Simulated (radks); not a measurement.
Values are calculated unless marked as measured or tabulated.
Task: Coherent X-ray form factor from a spherical all-electron density. Code: a radial shooting solver on a logarithmic mesh with Libxc functionals. Model: scalar-relativistic Kohn-Sham, PBEsol, spin-polarised, spherical densities, finite nucleus; Fermi nuclear charge, rms radius of each element as measured or else 0.836 A^(1/3) + 0.57 fm.

sin(theta)/lambda (1/angstrom)  f0 (electrons)
0.05                                    41.584
0.1                                     40.392
0.15                                    38.581
0.2                                     36.364
0.25                                    33.960
0.3                                     31.553
0.4                                     27.214
0.5                                     23.807
0.6                                     21.256
0.8                                     17.665
1                                       14.842
1.25                                    11.740
1.5                                      9.272
2                                        6.443

The species is in the configuration that NIST lists as its ground one. Which atom or ion scatters so?

Result: The palladium ion Pd4+, [Kr] 4d6. Extrapolating in s^2 from the first two rows gives f0(0) = 42.0, near the electron count 42; among species with that count, the fall with angle is slower the higher Z, and the table is that of Z = 46; from so few rows the species is fixed only to a neighbour or two.
